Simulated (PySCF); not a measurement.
## One molecule, a ladder of functionals, a line

Molecule: SMILES Cl[Si@@H](C)[SiH3], CH$_{7}$ClSi$_{2}$.

Structure with atom numbers: `[CH3:1][Si@@H:2]([SiH3:3])[Cl:4]` (H(Xn): hydrogen on atom n).

GIAO shieldings (ppm, equivalent atoms averaged) in PySCF on the PBE0-D3(BJ)/def2-SVP geometry, basis pcSseg-2, gas phase, non-relativistic:

```csv
functional,exact exchange (%),σ(C1),σ(Si2),σ(Cl4)
BLYP,0,172.0,303.7,934.1
BP86,0,176.4,316.6,943.1
PBE,0,176.6,318.5,942.0
PBE0,25,182.1,337.8,969.3
mPW1PW91,25,181.5,336.2,969.6
BHandHLYP,50,182.5,343.0,982.8
HF,100,190.6,385.1,1020.2
```

(1) Fit each shielding as a line in the percentage of exact exchange.

(2) What does the line predict for B3LYP (20 %), and what does the run give?

Answers

(1) σ(C1) = 175.9 + 0.15 x (rms 1.9 ppm); σ(Si2) = 314.4 + 0.70 x (rms 5.7 ppm); σ(Cl4) = 942.9 + 0.80 x (rms 4.9 ppm). The functionals also differ in their semilocal parts, which the line can't hold; Hartree–Fock has no correlation at all.

(2) σ(C1): 178.9 predicted, 176.8 computed; σ(Si2): 328.4 predicted, 319.7 computed; σ(Cl4): 958.9 predicted, 956.2 computed ppm.
